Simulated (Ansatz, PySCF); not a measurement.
Pair of molecules: C2H4 (SMILES C=C) (first 6 atoms) with CH3NO (SMILES NC=O); geometry from B3LYP-D3(BJ)/def2-TZVP, rigid monomers moved along the line of their centres of mass till C1···H10 is 2.38 Å.
(charge 0, multiplicity 1):
```xyz
12

C      0.452     0.477     0.739
C     -0.423    -0.514     0.633
H      1.210     0.468     1.513
H      0.449     1.318     0.056
H     -1.181    -0.528    -0.142
H     -0.397    -1.353     1.319
N     -0.949     0.515     3.660
C     -0.061    -0.330     4.232
O      0.760    -0.989     3.630
H     -0.954     0.625     2.656
H     -1.604     1.031     4.221
H     -0.155    -0.366     5.333
```

Counterpoise-corrected where a basis set is named; no monomer relaxation.

Correlated levels freeze the cores.

Run with Ansatz (a quantum-chemistry and plane-wave program) with Gaussian orbitals; PySCF for the dispersion terms. 

PBE/def2-TZVPPD gives -1.41 kcal/mol for the interaction energy.

**Question.** Predict the shift from PBE, with its sign, for: PBE-D3(BJ)/def2-TZVPPD, r2SCAN/def2-TZVPPD, B3LYP/def2-TZVPPD, wB97M-V/def2-TZVPPD, MP2/aug-cc-pVDZ, CCSD(T)/aug-cc-pVDZ.

**Answer.** PBE-D3(BJ)/def2-TZVPPD -1.80; r2SCAN/def2-TZVPPD -1.19; B3LYP/def2-TZVPPD 1.19; wB97M-V/def2-TZVPPD -1.62; MP2/aug-cc-pVDZ -0.80; CCSD(T)/aug-cc-pVDZ -0.46 kcal/mol. 1 of 6 lie above PBE; the widest gap is to PBE-D3(BJ)/def2-TZVPPD.
